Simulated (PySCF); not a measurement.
Level of theory: PBE0-D3(BJ)/def2-TZVP // PBE0-D3(BJ)/def2-SVP (PySCF). Gas-phase values, no solvent. One relaxed conformer stands for a flexible species; it need not be the lowest. Excitations are Tamm–Dancoff values on a coarser integration grid. The basis has no diffuse functions, so Rydberg states are missing or too high.

Reference species (SMILES): `[GeH3][GeH3]` (neutral, multiplicity 1).

```yaml
T1 excitation (TDA): 6.52 eV
S1 excitation (TDA): 7.74 eV
adiabatic ionisation energy (no zero-point term): 9.31 eV
```

Changed species: `[GeH3][GeH2][GeH2][GeH2][GeH2][GeH3]` (n = 6; the reference has n = 2).

Problem. Give the shifts of the T1 excitation (TDA), S1 excitation (TDA) and adiabatic ionisation energy (no zero-point term).

Solution. the T1 excitation (TDA) falls by 1.74 eV, to 4.78 eV; the S1 excitation (TDA) drops by 2.05 eV, to 5.69 eV; the adiabatic ionisation energy (no zero-point term) decreases by 1.36 eV, to 7.95 eV.
